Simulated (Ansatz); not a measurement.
The cluster Ag4O3⁻. The state is a doublet with charge -1. Geometry PBE-D4/def2-SVPD.

Cartesian coordinates in Å:
```
Ag -1.146 0.259 -1.559
Ag 0.030 1.329 0.715
Ag 2.468 -0.224 0.947
Ag -0.077 -1.471 0.328
O -0.906 2.200 -0.948
O -1.061 -1.788 -1.497
O 0.692 -0.304 2.014
```

In the def2 sets Ag takes a core potential; there is no spin–orbit coupling. B3LYP takes the VWN-RPA correlation. At B3LYP-D4/def2-TZVPD, PBE0-D4/def2-TZVPD the charge -1 doublet is spin-contaminated (final ⟨S²⟩ up to 0.91, 0.75 for a pure state). No other spin state of charge -1 was run. Another isomer (doublet) lies 0.76 eV lower at PBE0-D4/def2-TZVPD; other spin states weren't run for this one.

(1) Estimate the α-spin orbital energies around the gap (eV) in Ansatz with PBE-D4/def2-TZVPD, r2SCAN-D4/def2-TZVPD, B3LYP-D4/def2-TZVPD, PBE0-D4/def2-TZVPD.

## Answers

(1) 
```csv
orbital,PBE-D4/def2-TZVPD,r2SCAN-D4/def2-TZVPD,B3LYP-D4/def2-TZVPD,PBE0-D4/def2-TZVPD
HOMO−9,-3.12,-3.28,-4.41,-4.63
HOMO−8,-3.02,-3.15,-4.09,-4.36
HOMO−7,-2.61,-2.83,-3.78,-3.95
HOMO−6,-2.32,-2.46,-3.37,-3.56
HOMO−5,-1.94,-2.05,-2.98,-3.28
HOMO−4,-1.93,-2.05,-2.94,-3.08
HOMO−3,-1.77,-1.93,-2.86,-3.05
HOMO−2,-1.50,-1.81,-2.78,-2.87
HOMO−1,-1.07,-1.14,-2.00,-2.12
HOMO,-0.98,-1.08,-1.97,-2.11
LUMO,-0.49,-0.33,-0.03,0.38
LUMO+1,1.67,1.95,2.26,2.57
LUMO+2,2.00,2.21,2.42,2.68
LUMO+3,2.30,2.54,2.64,2.89
LUMO+4,2.79,3.15,3.30,3.59
LUMO+5,3.08,3.41,3.51,3.81
β HOMO,-0.82,-0.84,-1.21,-1.13
β LUMO,-0.49,-0.34,-0.11,0.25
```
